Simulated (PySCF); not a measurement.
A series of related molecules

Computed, not measured: TDDFT CAM-B3LYP/def2-SVPD circular dichroism and optical rotation, one conformer, gas phase in PySCF 2.14.0. Geometry: GFN2-xTB.

Each molecule in one low-energy conformer. The parent is O[C@@H]1C[C@]12CCOC2.

The molecule is flexible and this is one conformer; a measurement averages over conformers.

**Question.** How does the specific rotation at 589.3 nm (origin-invariant length gauge) change along this series?
- O[C@@H]1C[C@]12CCOC2 (base)
- O[C@H]1C[C@]12CCOC2 (diastereomer)

**Answer.** 
| molecule | [α]589 (deg dm⁻¹ (g/mL)⁻¹) | S1 (eV) | R(S1), velocity form (10⁻⁴⁰ esu² cm²) |
| --- | --- | --- | --- |
| O[C@@H]1C[C@]12CCOC2 | -80.5 | 7.01 | +17.3 |
| O[C@H]1C[C@]12CCOC2 | +37.7 | 6.79 | -10.6 |

The specific rotation at 589.3 nm (origin-invariant length gauge) is lowest for O[C@@H]1C[C@]12CCOC2 and highest for O[C@H]1C[C@]12CCOC2.
